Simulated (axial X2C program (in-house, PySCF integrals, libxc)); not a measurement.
## Potential curves of YI, with spin–orbit coupling

Computed with an axial X2C code built on PySCF integrals. Two-component (2c) means X2C with spin–orbit coupling and atomic mean-field two-electron Coulomb and Gaunt terms. Basis: I dyall-v3z [11s12p8d1f], Y dyall-v3z [11s12p9d4f2g] (cores contracted in-house); Gaussian nuclei, density fitting, unrestricted open shells. Masses: I 126.904 u, Y 88.906 u.

State: Ω = 0 (closed shell). Energies in kJ/mol from the lowest point of each curve. Fits are polynomials in 1 − R0/R over 0.85 to 1.23 times the lowest point R0.

| R (Å) | HF | B3LYP | MP2 |
| --- | --- | --- | --- |
| 2.4134 | 129.56 | 92.11 | 95.44 |
| 2.5243 | 63.67 | 39.62 | 40.91 |
| 2.6076 | 32.60 | 16.78 | 17.16 |
| 2.6908 | 13.38 | 4.46 | 4.41 |
| 2.7740 | 3.23 | 0.00 | 0.00 |
| 2.8711 | 0.00 | 2.18 | 2.68 |
| 2.9682 | 3.58 | 9.99 | 11.44 |
| 3.0930 | 15.05 | 25.55 | 28.63 |
| 3.2456 | 35.60 | 49.44 | 55.00 |
| 3.4675 | 71.62 | 87.95 | 97.64 |

Correlated methods: 18 electrons correlated (number of frozen shells: I 4 s, 3 p, 2 d; Y 3 s, 2 p, 1 d), 284 virtual spin orbitals or spinors in MP2.

The state is one determinant whose occupation by symmetry is held fixed; it was picked as the lowest of a PBE0 search that is not exhaustive. Closed shells are restricted here (equal orbitals for both partners); the stretched side of such a curve lies too high. PBE0 can misorder states that lie within some tenths of an eV, so this need not be the ground state of the molecule. The nearest other 2c determinant of the search, Ω = 1, lies 0.37 eV up at the distance of the search. MP2 and coupled cluster on one determinant become unreliable at the stretched end.

(1) Fit the HF curve near its minimum: give the equilibrium distance and the harmonic wavenumber.

(2) Fit the B3LYP curve near its minimum: give the equilibrium distance and the harmonic wavenumber.

(3) Fit the MP2 curve near its minimum: give the equilibrium distance and the harmonic wavenumber.

Results:

(1) At HF, 2c: Re = 2.863 Å, ωe ≈ 199 cm⁻¹; Be follows as 0.0393 cm⁻¹.

(2) At B3LYP, 2c: Re = 2.792 Å, ωe ≈ 207 cm⁻¹; Be follows as 0.0414 cm⁻¹.

(3) At MP2, 2c: Re = 2.787 Å, ωe ≈ 216 cm⁻¹; Be follows as 0.0415 cm⁻¹.
